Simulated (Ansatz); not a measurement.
Isolated molecules relaxed with PBE0-D4/def2-TZVP in Ansatz; ΔE leaves out vibrations. CCSD(T)/CBS is the MP2 limit (def2-TZVPP, def2-QZVPP) plus CCSD(T) − MP2 in def2-TZVPP, frozen cores. This one scheme is used for every species. Functionals use def2-TZVPP. B3LYP here is the variant with VWN-RPA as its local correlation; programs differ in this. HSE06 is defined as in plane-wave codes. Each species was taken in one conformer, which may not be the lowest.

`C[SiH2]O[SiH3]` → `CO[SiH3]` + `[SiH2]`  (silylene formation by 1,1-elimination)

| level | ΔE (eV) | difference from CCSD(T)/CBS |
| --- | --- | --- |
| LDA (SPW92) | 4.75 | 0.13 |
| BLYP-D4 | 4.34 | -0.28 |
| B3LYP-D4 | 4.51 | -0.11 |
| r2SCANh-D4 | 4.82 | 0.20 |
| r2SCAN0-D4 | 4.85 | 0.23 |
| HSE06-D4 | 4.63 | 0.01 |
| ωB97X-V | 4.64 | 0.02 |
| PBE | 4.39 | -0.23 |
| revPBE | 4.22 | -0.40 |
| BLYP | 4.18 | -0.44 |
| r2SCANh | 4.80 | 0.18 |
| BHLYP | 4.58 | -0.04 |
| RPA@PBE/def2-TZVPP | 4.23 | -0.39 |
| CCSD/def2-SVP | 4.16 | -0.46 |
| CCSD(T)/def2-TZVPP | 4.51 | -0.11 |
| HF/CBS(def2) | 4.50 | -0.12 |
| CCSD(T)/CBS | 4.62 | 0 |

Largest T1 diagnostic among the species: 0.014.

In def2-TZVPP, CCSD(T) changes the Hartree–Fock value by +0.05 eV (the triples alone add +0.02 eV) and MP2 by +0.33 eV. From PBE to PBE0 (25 % exact exchange), in def2-TZVPP and without D4, ΔE moves by +0.17 eV. Leaving LDA and LC-ωPBE aside and taking each functional with its dispersion term where it has one, the values spread over 0.51 eV, from BLYP-D4 to r2SCAN0-D4. LDA lies +0.36 eV from PBE without D4.
